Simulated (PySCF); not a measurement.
## Radial density of S²⁺ (sulfur, charge +2)

B3LYP, [Ne] 3s2 3p1 3d1, one real determinant (an excited configuration). All numbers are calculated (PySCF 2.14, no relativity, point nucleus, in aug-cc-pwCVTZ (8s7p5d3f, 75 functions)).

| r (bohr) | 4πr²ρ (e/bohr) | 4πr²(ρα − ρβ) |
| --- | --- | --- |
| 0.00210 | 0.1376 | 0.0000 |
| 0.00352 | 0.3722 | 0.0000 |
| 0.00593 | 0.9748 | -0.0001 |
| 0.00997 | 2.425 | -0.0001 |
| 0.0168 | 5.522 | -0.0002 |
| 0.0282 | 10.86 | 0.0001 |
| 0.0474 | 16.79 | 0.0035 |
| 0.0798 | 17.77 | 0.0204 |
| 0.134 | 12.80 | 0.0741 |
| 0.226 | 13.99 | 0.1511 |
| 0.380 | 17.20 | 0.1098 |
| 0.639 | 7.556 | 0.0898 |
| 1.07 | 2.642 | 0.7348 |
| 1.81 | 2.132 | 1.0156 |
| 3.04 | 0.4197 | 0.3256 |
| 5.11 | 0.02035 | 0.0199 |
| 8.60 | 2.430e-05 | 0.0000 |

⟨L²⟩ = 8.00 against 12 for a pure F term, so this real determinant mixes terms. The outer electron is Rydberg-like, and this basis confines it to a smaller radius and binds it less than a complete one would.
